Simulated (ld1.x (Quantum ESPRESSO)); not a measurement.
Configuration tests for B (Z = 5) (ultrasoft)

B, ultrasoft, made with ld1.x (Quantum ESPRESSO) 7.5 (PBE, scalar-relativistic). Core [He], reference 2s2 2p1. Waves: 2s (bound): rcut 1.25, rcutus 1.50 bohr; 2s channel at 0.15 Ry: rcut 1.25, rcutus 1.50 bohr; 2p (bound): rcut 2.10, rcutus 2.80 bohr; 2p channel at 0.15 Ry: rcut 2.10, rcutus 2.80 bohr. Local part: all-electron potential smoothed inside 1.65 bohr (lloc = -1). Core correction: a·sin(br)/r model core inside 1.55 bohr. Augmentation charge: PSQ, inside the norm-conserving radii.

Energies are relative to the spin-unpolarised reference configuration 2s2 2p1; without spin polarisation the order of configurations can differ from experiment. The frozen-core shift is the all-electron ΔE with the core orbitals held at their reference shape minus the fully relaxed ΔE.

```
valence configuration  charge  ΔE all-electron (eV)  error AE − PS (meV)  frozen-core shift (meV)
              2s2 2p0      +1                 8.220                  +24                     +0.3
              2s1 2p0      +2                33.642                  +95                     +5.5
            2s2 2p1.3    -0.3                -0.738                 +0.3                      0.0
              2s1 2p2       0                 5.851                  0.0                     +0.5
              2s0 2p3       0                11.721                 -1.7                     +1.8
              2s1 2p1      +1                14.361                 -4.9                     +1.0
```

Q: What are ΔE and the potential's error for 2s2 2p0.5?

A: ΔE = 2.887 eV all-electron; the error (AE − PS) is +3.1 meV.

Levels in the configuration 2s0 2p3:

```tsv
level	all-electron (eV)	pseudo (eV)
2p	-4.442	-4.451
```
